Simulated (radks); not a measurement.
Valence configurations of Pr I (all share [Xe]). Method: Dirac Kohn-Sham, PBE, spin-unpolarised, spherical densities, finite nucleus; open shells fill j = l - 1/2 first; Fermi nuclear charge, rms radius 4.8919 fm; computed with a radial shooting solver on a logarithmic mesh with Libxc functionals. Energies are relative to 4f3 6s2; eigenvalues in eV.

[
 {"valence": "4f3 6s2", "E (eV)": "0.000", "e(4f5/2)": "-1.336", "e(5d3/2)": "-", "e(6p1/2)": "-", "e(6s1/2)": "-3.457"},
 {"valence": "4f2.5 5d0.5 6s2", "E (eV)": "0.050", "e(4f5/2)": "-3.627", "e(5d3/2)": "-2.582", "e(6p1/2)": "-", "e(6s1/2)": "-3.633"},
 {"valence": "4f2.5 6s2 6p0.5", "E (eV)": "0.759", "e(4f5/2)": "-5.036", "e(5d3/2)": "-", "e(6p1/2)": "-1.841", "e(6s1/2)": "-4.222"},
 {"valence": "4f3 6s1.5 6p0.5", "E (eV)": "1.060", "e(4f5/2)": "-1.853", "e(5d3/2)": "-", "e(6p1/2)": "-1.611", "e(6s1/2)": "-3.753"},
 {"valence": "4f2 5d1 6s2", "E (eV)": "1.103", "e(4f5/2)": "-6.304", "e(5d3/2)": "-3.089", "e(6p1/2)": "-", "e(6s1/2)": "-3.789"},
 {"valence": "4f3 6s1 6p1", "E (eV)": "2.142", "e(4f5/2)": "-2.352", "e(5d3/2)": "-", "e(6p1/2)": "-1.841", "e(6s1/2)": "-4.025"},
 {"valence": "4f2 6s2 6p1", "E (eV)": "3.297", "e(4f5/2)": "-9.333", "e(5d3/2)": "-", "e(6p1/2)": "-2.297", "e(6s1/2)": "-4.970"},
 {"valence": "4f1 6s2 6p2", "E (eV)": "14.646", "e(4f5/2)": "-19.035", "e(5d3/2)": "-", "e(6p1/2)": "-3.151", "e(6s1/2)": "-6.390"}
]

NIST lists [Xe] 4f3 6s2 as the ground configuration; this level of theory agrees among the configurations tried. The energies are those of spherical spin-averaged densities, not of single terms. No valid solution was reached for [Xe] 4f4 6s1; [Xe] 4f4 5d0.5 6s0.5.
